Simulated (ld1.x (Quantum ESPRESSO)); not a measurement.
What one change does to a pseudopotential (palladium (Pd), RRKJ)

palladium, norm-conserving RRKJ (Kleinman–Bylander form), made with ld1.x (Quantum ESPRESSO) 7.5 (LDA (PZ), scalar-relativistic). Core [Kr], reference 4d9 5s1 5p0. Waves: 5p (bound, empty): rc 3.45 bohr; 4d (bound): rc 1.60 bohr; 5s (bound): rc 2.40 bohr. Local part: the s channel. Core correction: none.

Change: core correction a·sin(br)/r model core inside 1.16 bohr.

Cutoffs: the cutoffs (Ry, on a coarse ladder) from which the occupation-weighted sum of valence levels, in a spherical-Bessel basis at the reference potential, stays within 10 and 1 mRy of its value at 400 Ry; they do not see the model core or the augmentation charge, which bear on the density cutoff. Errors are all-electron minus pseudo energies relative to the spin-unpolarised reference configuration.

Task: Predict the effect on cutoff, ghosts and configuration errors.

Result: The potential gets neither clearly harder nor softer (55 Ry and 70 Ry → 55 Ry and 70 Ry); of the 9 tests that both files solve, the error grows in 6 and shrinks in 2 by more than 15 % and 0.3 meV (median size 83.1 → 44.6 meV); neither file shows a bound ghost. A model core, the more so a compact one, raises the density cutoff, which this test does not measure.

```tsv
quantity	base	changed
cutoff, loose	55 Ry	55 Ry
cutoff, tight	70 Ry	70 Ry
bound ghosts	none	none
error for 4d10 5s0 5p0, meV [ΔE -1.44 eV]	-83	-93
error for 4d9 5s0 5p0, meV [ΔE 7.95 eV]	-4.6	-13
error for 4d8 5s0 5p0, meV [ΔE 29.03 eV]	-76	-126
error for 4d9.5 5s0 5p0, meV [ΔE 1.93 eV]	-37	-45
error for 4d7 5s0 5p0, meV [ΔE 63.63 eV]	-465	-666
error for 4d9 5s0 5p1, meV [ΔE 3.88 eV]	-1.4	-4.2
error for 4d8 5s1 5p0, meV [ΔE 12.36 eV]	-91	-110
error for 4d9 5s1 5p0 (spin-polarised), meV [ΔE -0.38 eV]	+109	+14
error for 4d9 5s0 5p0 (spin-polarised), meV [ΔE 7.81 eV]	+93	-1.4
s: phases at 3.77 bohr within 0.05 rad from the reference energy up to (Ry; the scan ends near 5)	1.2	1.2
p: phases at 3.77 bohr within 0.05 rad from the reference energy up to (Ry; the scan ends near 5)	1.9	1.9
d: phases at 3.77 bohr within 0.05 rad from the reference energy up to (Ry; the scan ends near 5)	0.5	0.5
```
